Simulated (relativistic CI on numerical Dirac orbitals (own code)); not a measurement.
**Radial parameters of Eu+**

These numbers are calculated, not measured: Dirac-Coulomb-Breit CI, separate exchange-only KLI orbitals for each configuration, model QED, valence Slater integrals scaled by 0.85, P86 correlation energy added to each configuration (own radial code, finite nucleus).

Slater integrals F^k, G^k are unscaled and averaged over j, outside the closed core [Xe]; ζ comes from projecting the Hamiltonian with its Breit term on Σ l·s of the shell.

- 4f7 6s: F^2(4f,4f) = 99345, F^4(4f,4f) = 61678, F^6(4f,4f) = 44195, ζ(4f) = 1242.1, G^3(4f,6s) = 2601.8 cm⁻¹; <r>(4f) = 0.9632, <r^2>(4f) = 1.277, <r>(6s) = 3.98, <r^2>(6s) = 17.85 (bohr units).
- 4f6 6s2: F^2(4f,4f) = 108660, F^4(4f,4f) = 67901, F^6(4f,4f) = 48773, ζ(4f) = 1331.4 cm⁻¹; <r>(4f) = 0.8846, <r^2>(4f) = 1.02 (bohr units).
- 4f8: F^2(4f,4f) = 88972, F^4(4f,4f) = 54831, F^6(4f,4f) = 39185, ζ(4f) = 1149.7 cm⁻¹; <r>(4f) = 1.075, <r^2>(4f) = 1.705 (bohr units).

For a near-neutral ion this model can misplace configurations by up to about 10,000 cm⁻¹ (more where the count of f electrons changes) and terms by 10 to 25 % of their spread. Rates follow the energies as ν³ (E1, M1) or ν⁵ (E2), so they and the lifetimes can be off by large factors. The fine structure of a lone outer electron comes out too small, for d and f at times inverted, and misplaced configurations move strength between like terms.

Averages of the first 5 configurations, taken without configuration mixing, which lowers the lowest level and can move excited configurations by several eV; other configurations of the list can lie among them:

```csv
Configuration,Parity,States,Average energy above the lowest level (eV)
4f7 6s,odd,6864,9.7
4f6 6s2,even,3003,10.9
4f8,even,3003,15.6
4f7 7s,odd,6864,15.3
4f6 7s2,even,3003,26.0
```
